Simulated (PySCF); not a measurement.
Cl2HSi, SMILES Cl[SiH]Cl, multiplicity 2. The structure is a stationary point at TPSSh-D3(BJ)/def2-TZVP. The isomer is the one that the SMILES or the coordinates give; other isomers of the formula were not compared.

These are TPSSh-D3(BJ)/def2-TZVP run with PySCF values and carry that method's errors.

Harmonic wavenumbers (cm⁻¹): 176, 508, 568, 655, 744, 2196. Rotational constants (GHz): 15.73, 2.494, 2.180; symmetry number 1.

Task: Work out the zero-point energy and the ideal-gas rigid-rotor harmonic-oscillator thermochemistry at 298.15 K and 1 atm.

Result: ZPE = ½ Σ hcν = ½ × 4847 cm⁻¹ = 6.93 kcal/mol. H − E(el) = 10.07 kcal/mol. Entropy in cal/(mol K): translation 39.72, rotation 25.73, vibration 4.14, spin 1.38, total 70.97. G − E(el) = -11.09 kcal/mol. Cp = 13.82 cal/(mol K).
